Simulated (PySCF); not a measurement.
**C5H12O2Si: core ionisation energies**

Species: C5H12O2Si.
Numbering: `[CH3:1][CH2:2][O:3][C@@H:4]1[CH2:5][CH2:6][SiH2:7][O:8]1`

Computed, not measured: PySCF, delta-SCF UKS SCAN, pcX-2 on the ionised atom, pcseg-1 elsewhere, spin-free X2C. Each binding energy is the total energy of the core-ionised species, with the hole localised on one atom, minus that of the ground state; both are solved self-consistently, so orbital relaxation is included.

Give the core binding energies atom by atom.

```csv
atom(s),environment,level,binding energy (eV),2p1/2 (eV),above the level's lowest (eV),count
Si7,oxygen-bound silicon,Si 1s,1846.85,–,0.00,1
O3,ether oxygen,O 1s,538.13,–,+0.53,1
O8,silyl ether oxygen,O 1s,537.60,–,0.00,1
C4,sp3 carbon bearing two oxygens,C 1s,293.27,–,+3.12,1
C2,sp3 carbon bound to oxygen,C 1s,291.91,–,+1.76,1
C5,ring CH2 carbon,C 1s,290.69,–,+0.54,1
C1,methyl carbon,C 1s,290.67,–,+0.52,1
C6,sp3 carbon bound to silicon,C 1s,290.15,–,0.00,1
Si7,oxygen-bound silicon,Si 2p3/2,106.99,107.61,0.00,1
```

Lowest listed C 1s: C6, bonded to C, 2 H and Si. Highest, 3.12 eV above it: C4, bonded to 2 O, C and H. Summing the Pauling electronegativity differences to the bonded atoms, each weighted by its formal bond order, gives -1.35 for the lowest site and +1.43 for the highest; no listed site has a larger sum than the highest. The values 290.67 and 290.69 eV lie too close for their order to be trusted.

Lowest listed O 1s: O8, bonded to C and Si. Highest, 0.53 eV above it: O3, bonded to 2 C.

Which photon energy gives electrons from Si 1s of Si7 a kinetic energy of 50 eV, and what is their de Broglie wavelength?

hν = 1846.85 + 50 = 1896.85 eV, recoil neglected; λ = 12.264 Å/√(E/eV) = 1.73 Å.

Which effective nuclear charge Zeff reproduces each element's mean 1s value in the hydrogen-like formula E = 13.606 eV × Zeff²?

C (Z = 6): mean 291.3 eV, Zeff = 4.63, Z − Zeff = 1.37; O (Z = 8): mean 537.9 eV, Zeff = 6.29, Z − Zeff = 1.71; Si (Z = 14): mean 1846.8 eV, Zeff = 11.65, Z − Zeff = 2.35. Means run over the listed sites, weighted by atom count.

The 2p values aren't plain energy differences: one relaxed spin-free 2p hole is combined with a matrix within the shell (ground-state 2p orbital-energy differences and spin–orbit coupling). 2p3/2, the mean of its two sublevels, lies a third of the splitting below the shell's mean and 2p1/2 two thirds above it; the statistical areas are 2:1. 2p1/2 minus 2p3/2 (ligand field included): Si 0.62 eV. Isolated species at its PBE0-D3(BJ)/def2-SVP geometry (one conformer only).
